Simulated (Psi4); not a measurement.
A dimer, CO2 ··· C4H4S (SMILES O=C=O and c1ccsc1); the first 3 atoms form monomer A.

```
12

O     -1.1597     0.0005     0.0000
C      0.0000     0.0000     0.0000
O      1.1597    -0.0005     0.0000
C      0.4384    -1.6701    -4.2867
C      1.8578    -1.7518    -4.2444
C      2.4592    -0.5572    -4.5179
S      1.3018     0.6742    -4.8286
C     -0.0053    -0.4156    -4.5914
H     -0.2208    -2.5052    -4.0994
H      2.4048    -2.6562    -4.0211
H      3.5127    -0.3343    -4.5537
H     -1.0223    -0.0737    -4.6889
```

Problem. What interaction energy does Psi4 with SAPT0/jun-cc-pVDZ, frozen core give, and which attractive term is the largest?

Solution. Total -3.08 kJ/mol: electrostatics -1.37, exchange 0.23, induction -0.12, dispersion -1.82. The most attractive term is dispersion.
